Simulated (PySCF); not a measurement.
PySCF input for Ge(F)(Cl)2(NH2) (Cl2FGeH2N), SMILES [NH2][Ge]([F])([Cl])[Cl], TDA-M06-2X/def2-SVPD. Coordinates come from a B3LYP-D3(BJ)/def2-SVP optimisation. This is a generated structure with no PubChem entry under its InChIKey; it may be hypothetical. The values are those of a single conformer.

```python
import numpy as np
from pyscf import gto, scf, dft, tdscf

mol = gto.M(
    atom='''
    N     1.94183077   -0.30685503    0.35881981
    Ge    0.15736934   -0.09464480    0.20558485
    F    -0.59478165   -0.55419964    1.69351897
    Cl   -0.26560544    1.97484723   -0.14947287
    Cl   -0.79589637   -1.32445050   -1.28317005
    H     2.28485493   -1.25356979    0.20720551
    H     2.48507628    0.36124114   -0.18440087
    ''',
    basis='def2-SVPD',
    charge=0,
    spin=0,
    max_memory=1600,
    verbose=4,
)
mf = dft.RKS(mol, xc='m06-2x').density_fit(auxbasis='def2-universal-jkfit')
mf.grids.level = 4
mf.conv_tol = 1e-9
mf.max_cycle = 100
mf.kernel()
mf.grids = dft.Grids(mol).set(level=2).build(with_non0tab=True)  # coarser grid for the response kernel
td = tdscf.TDA(mf)
td.singlet = True
td.nstates = 10
td.conv_tol = 1e-4
td.positive_eig_threshold = 1e-6
td.kernel(x0=td.get_init_guess(mf, 15))
td.analyze()
tt = tdscf.TDA(mf)
tt.singlet = False
tt.nstates = 4
tt.conv_tol = 1e-4
tt.positive_eig_threshold = 1e-6
tt.kernel(x0=tt.get_init_guess(mf, 9))
tt.analyze(verbose=3)
```

Log of the run:

```
PySCF version 2.14.0

[INPUT] verbose = 4
[INPUT] num. atoms = 7
[INPUT] num. electrons = 84
[INPUT] charge = 0
[INPUT] spin (= nelec alpha-beta = 2S) = 0
[INPUT] symmetry False subgroup None
[INPUT] Mole.unit = angstrom
[INPUT] Symbol           X                Y                Z      unit          X                Y                Z       unit  Magmom
[INPUT]  1 N      1.941830770000  -0.306855030000   0.358819810000 AA    3.669528335553  -0.579871966645   0.678071168968 Bohr   0.0
[INPUT]  2 Ge     0.157369340000  -0.094644800000   0.205584850000 AA    0.297384953004  -0.178852751114   0.388499061860 Bohr   0.0
[INPUT]  3 F     -0.594781650000  -0.554199640000   1.693518970000 AA   -1.123974422417  -1.047285537933   3.200287040056 Bohr   0.0
[INPUT]  4 Cl    -0.265605440000   1.974847230000  -0.149472870000 AA   -0.501921538795   3.731920402556  -0.282462787353 Bohr   0.0
[INPUT]  5 Cl    -0.795896370000  -1.324450500000  -1.283170050000 AA   -1.504026162836  -2.502848710543  -2.424839965744 Bohr   0.0
[INPUT]  6 H      2.284854930000  -1.253569790000   0.207205510000 AA    4.317750052062  -2.368903581129   0.391561665401 Bohr   0.0
[INPUT]  7 H      2.485076280000   0.361241140000  -0.184400870000 AA    4.696113567853   0.682646819526  -0.348467141432 Bohr   0.0

nuclear repulsion = 601.545643523006
number of shells = 61
number of NR pGTOs = 253
number of NR cGTOs = 151
basis = def2-SVPD
ecp = {}


[settings echo left out]
init E= -3152.27866617657
  HOMO = -0.330007522860237  LUMO = -0.0659913256527642  gap/eV = 7.18425
cycle= 1 E= -3152.54634817815  delta_E= -0.268  |g|= 0.647  |ddm|= 3.33
  HOMO = -0.374667360220316  LUMO = -0.0455368035479387  gap/eV = 8.95610
cycle= 2 E= -3152.52873618372  delta_E= 0.0176  |g|= 0.779  |ddm|= 1.76
  HOMO = -0.379200048358911  LUMO = -0.0227735937819342  gap/eV = 9.69886
cycle= 3 E= -3152.63690441352  delta_E= -0.108  |g|= 0.0593  |ddm|= 0.763
  HOMO = -0.37797000850295  LUMO = -0.0184580366334215  gap/eV = 9.78282
cycle= 4 E= -3152.63747736633  delta_E= -0.000573  |g|= 0.0303  |ddm|= 0.0912
  HOMO = -0.376194152758419  LUMO = -0.0185614705869726  gap/eV = 9.73168
cycle= 5 E= -3152.63767511509  delta_E= -0.000198  |g|= 0.00562  |ddm|= 0.0414
  HOMO = -0.37670202335728  LUMO = -0.0184966305626384  gap/eV = 9.74727
cycle= 6 E= -3152.63768046335  delta_E= -5.35e-06  |g|= 0.00181  |ddm|= 0.00733
  HOMO = -0.376435044836166  LUMO = -0.0184996918060523  gap/eV = 9.73992
cycle= 7 E= -3152.63768108806  delta_E= -6.25e-07  |g|= 0.000563  |ddm|= 0.00307
  HOMO = -0.376562700804992  LUMO = -0.0185299794856042  gap/eV = 9.74257
cycle= 8 E= -3152.63768116927  delta_E= -8.12e-08  |g|= 0.000214  |ddm|= 0.00097
  HOMO = -0.376525585356532  LUMO = -0.0185208136546531  gap/eV = 9.74181
cycle= 9 E= -3152.63768117999  delta_E= -1.07e-08  |g|= 3.32e-05  |ddm|= 0.00032
  HOMO = -0.376522406758534  LUMO = -0.0185180128190412  gap/eV = 9.74180
cycle= 10 E= -3152.63768118056  delta_E= -5.72e-10  |g|= 8.52e-06  |ddm|= 9.88e-05
  HOMO = -0.37652289580764  LUMO = -0.0185195548910078  gap/eV = 9.74177
Extra cycle  E= -3152.63768118058  delta_E= -1.96e-11  |g|= 5.15e-06  |ddm|= 2.2e-05
converged SCF energy = -3152.63768118058
tot grids = 69872
Overwritten attributes  positive_eig_threshold  of <class 'pyscf.tdscf.rks.TDA'>


******** <class 'pyscf.tdscf.rks.TDA'> for <class 'pyscf.df.df_jk.DFRKS'> ********
nstates = 10 singlet
deg_eia_thresh = 1.000e-03
wfnsym = None
conv_tol = 0.0001
eigh lindep = 1e-12
eigh level_shift = 0
eigh max_cycle = 100


Excitation energies (eV)
[6.710164   7.23399186 7.38313616 7.64460183 7.70246313 7.90634372
 8.39397041 8.90673448 9.08980985 9.20568306]

** Singlet excitation energies and oscillator strengths **
Excited State   1:      6.71016 eV    184.77 nm  f=0.0665
      42 -> 43       -0.66412
      42 -> 47        0.10350
Excited State   2:      7.23399 eV    171.39 nm  f=0.0411
      40 -> 43       -0.16636
      41 -> 43        0.61603
      41 -> 44       -0.20055
Excited State   3:      7.38314 eV    167.93 nm  f=0.0241
      40 -> 43        0.60709
      40 -> 44       -0.20608
      41 -> 43        0.15367
Excited State   4:      7.64460 eV    162.19 nm  f=0.0369
      38 -> 43       -0.43154
      38 -> 44        0.12137
      39 -> 43        0.25171
      42 -> 44       -0.42151
Excited State   5:      7.70246 eV    160.97 nm  f=0.0471
      38 -> 43       -0.40986
      38 -> 44        0.17438
      39 -> 43       -0.41642
      39 -> 44        0.14144
      41 -> 45       -0.12041
      42 -> 44        0.21764
Excited State   6:      7.90634 eV    156.82 nm  f=0.0116
      38 -> 43        0.17925
      39 -> 43       -0.39181
      39 -> 44        0.16683
      42 -> 44       -0.47963
Excited State   7:      8.39397 eV    147.71 nm  f=0.0045
      42 -> 45        0.51463
      42 -> 46        0.24531
      42 -> 48        0.27652
      42 -> 51        0.16338
      42 -> 52       -0.14764
Excited State   8:      8.90673 eV    139.20 nm  f=0.0222
      37 -> 43       -0.10096
      42 -> 46        0.25773
      42 -> 47        0.30461
      42 -> 48       -0.37445
      42 -> 49       -0.30607
      42 -> 55        0.13209
Excited State   9:      9.08981 eV    136.40 nm  f=0.0526
      37 -> 43       -0.22167
      41 -> 43       -0.20934
      41 -> 44       -0.55643
      42 -> 48        0.10036
Excited State  10:      9.20568 eV    134.68 nm  f=0.1207
      36 -> 43        0.14997
      37 -> 43       -0.45371
      37 -> 44        0.13245
      40 -> 44       -0.26659
      41 -> 44        0.14302
      41 -> 45        0.11079
      41 -> 47        0.14412
      42 -> 46       -0.17360

** Transition electric dipole moments (AU) **
state          X           Y           Z        Dip. S.      Osc.
  1         0.5128     -0.0023      0.3763      0.4045      0.0665
  2         0.1563      0.4347      0.1360      0.2319      0.0411
  3         0.1591      0.2629      0.1975      0.1334      0.0241
  4        -0.3096      0.1235      0.2927      0.1968      0.0369
  5        -0.1707      0.0587     -0.4657      0.2495      0.0471
  6         0.0315     -0.0751     -0.2312      0.0601      0.0116
  7         0.0296      0.1444     -0.0078      0.0218      0.0045
  8        -0.2259     -0.1386     -0.1781      0.1020      0.0222
  9        -0.1381     -0.4633     -0.0513      0.2363      0.0526
 10         0.0201     -0.7069     -0.1871      0.5350      0.1207

** Transition velocity dipole moments (imaginary part, AU) **
state          X           Y           Z        Dip. S.      Osc.
  1         0.1082     -0.0000      0.0757      0.0174      0.0471
  2         0.0428      0.1135      0.0291      0.0156      0.0390
  3         0.0413      0.0684      0.0515      0.0090      0.0222
  4        -0.1133      0.0385      0.0904      0.0225      0.0533
  5        -0.0662      0.0290     -0.1646      0.0323      0.0762
  6         0.0485     -0.0142     -0.0605      0.0062      0.0142
  7         0.0030      0.0429      0.0001      0.0019      0.0040
  8        -0.0436     -0.0603     -0.0343      0.0067      0.0137
  9        -0.0451     -0.1314     -0.0187      0.0196      0.0392
 10        -0.0126     -0.2087     -0.0630      0.0477      0.0940

** Transition magnetic dipole moments (imaginary part, AU) **
state          X           Y           Z
  1         0.1472      0.4779     -0.1890
  2        -0.3662      0.1104      0.1016
  3         0.1530      0.0603      0.3455
  4         0.0851      0.3548     -0.2855
  5        -0.0213     -0.1199      0.1811
  6         0.1989      0.5230     -0.2447
  7        -0.0303     -0.4729     -0.1868
  8         0.0669     -0.1894     -0.4481
  9         0.7366     -0.0815     -0.3408
 10        -0.7505      0.2612     -0.1785


******** <class 'pyscf.tdscf.rks.TDA'> for <class 'pyscf.df.df_jk.DFRKS'> ********
nstates = 4 triplet
deg_eia_thresh = 1.000e-03
wfnsym = None
conv_tol = 0.0001
eigh lindep = 1e-12
eigh level_shift = 0
eigh max_cycle = 100


Excitation energies (eV)
[6.12792829 6.72734344 6.92904692 7.1704068 ]

** Triplet excitation energies and oscillator strengths **
Excited State   1:      6.12793 eV    202.33 nm  f=0.0000
Excited State   2:      6.72734 eV    184.30 nm  f=0.0000
Excited State   3:      6.92905 eV    178.93 nm  f=0.0000
Excited State   4:      7.17041 eV    172.91 nm  f=0.0000
```

The run converged.

Cost: about 9 core-minutes (a rough figure).
